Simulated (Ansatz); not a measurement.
System: Ge$_{2}$, charge 0, multiplicity 3. SMILES: [Ge]=[Ge]
Structure (B3LYP-D3(BJ)/def2-TZVP (Ansatz, a program for electronic structure) minimum search):
```xyz
2

Ge     0.0000     0.0000    -1.2033
Ge     0.0000     0.0000     1.2033
```
Charge 0, spin multiplicity 3.

Parts of the frozen-core correlation energy in cc-pVDZ (Ansatz, hartree). Frozen orbitals: 28; correlated occupied orbitals by spin: 5 and 3; virtual: 21 and 23. UHF or UKS for open shells. Spin-orbit coupling is left out. No relativistic terms.

| term | value |
|---|---|
| reference (HF) | -4150.62911 |
| MP2 opposite-spin | (withheld) |
| MP2 same-spin | -0.03034 |
| CCSD correlation | (withheld) |
| (T) | (withheld) |
| CCSDT minus CCSD(T) | -0.00138 |
| T1 diagnostic | 0.016 |
| largest doubles amplitude | 0.105 |
| <S^2> of the reference | 2.011 |

Question: Fill in the missing entries.

Answer: 
- MP2 opposite-spin, value: -0.08873
- CCSD correlation, value: -0.14709
- (T), value: -0.00655
